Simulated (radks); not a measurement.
The numbers below are computed, except where a source is named.
Problem. All-electron atom: Xe17+ in [Kr] 4d1. Level of theory: scalar-relativistic Kohn-Sham, r2SCAN, spin-polarised, spherical densities, finite nucleus; open shells are filled with parallel spins first (spin-orbit coupling, left out, can overturn this in heavy ions); meta-GGA in the generalised Kohn-Sham scheme; Fermi nuclear charge, rms radius 4.7859 fm (a radial shooting solver on a logarithmic mesh with Libxc functionals). Some entries of the table are withheld. Estimate them.

| orbital | occ. | eigenvalue (Ry) | <r> (bohr) |
|---|---|---|---|
| 1s down | 1 | -2562.384 | 0.02666 |
| 1s up | 1 | -2562.383 | 0.02666 |
| 2s up | 1 | -426.8540 | 0.1145 |
| 2s down | 1 | -426.7938 | 0.1145 |
| 2p up | 3 | -386.1026 | 0.1003 |
| 2p down | 3 | -386.0575 | 0.1002 |
| 3s up | 1 | -111.7673 | 0.3040 |
| 3s down | 1 | -111.7507 | 0.3040 |
| 3p up | 3 | -98.50876 | 0.3017 |
| 3p down | 3 | -98.48536 | 0.3017 |
| 3d up | 5 | -79.04189 | 0.2776 |
| 3d down | 5 | -78.99543 | 0.2776 |
| 4s up | 1 | -42.19161 | 0.6689 |
| 4s down | 1 | -42.00665 | 0.6689 |
| 4p up | 3 | (1) | 0.6945 |
| 4p down | 3 | (2) | 0.6944 |
| 4d up | 1 | -30.76018 | 0.7266 |
| 4d down | 0 | -30.56878 | 0.7261 |

Solution. 
(1) 4p up eigenvalue (Ry): -37.59035
(2) 4p down eigenvalue (Ry): -37.40388
